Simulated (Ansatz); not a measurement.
`[CuH]`. Charge 0, multiplicity 1. For Cu the d shell is correlated and the shells below it are frozen. Scalar relativity is left out up to krypton.

```tsv
atom	x (Å)	y (Å)	z (Å)
Cu1	-0.249	0.539	-0.446
H2	0.249	-0.539	0.446
```

(1) Give the diagnostics of a CCSD(T)/def2-TZVPP run (frozen core, the Gaussian-basis code of Ansatz). (An estimate is asked.)

Results:

(1) The calculation gave: T1 = 0.0375, largest single amplitude 0.085, largest double 0.052, (T) share of the correlation energy 4.2 %, 17 CCSD cycles. The RHF solution is stable towards an unrestricted one. T1 lies over the customary mark of 0.02 for closed shells; compounds of d metals often pass it without a breakdown.
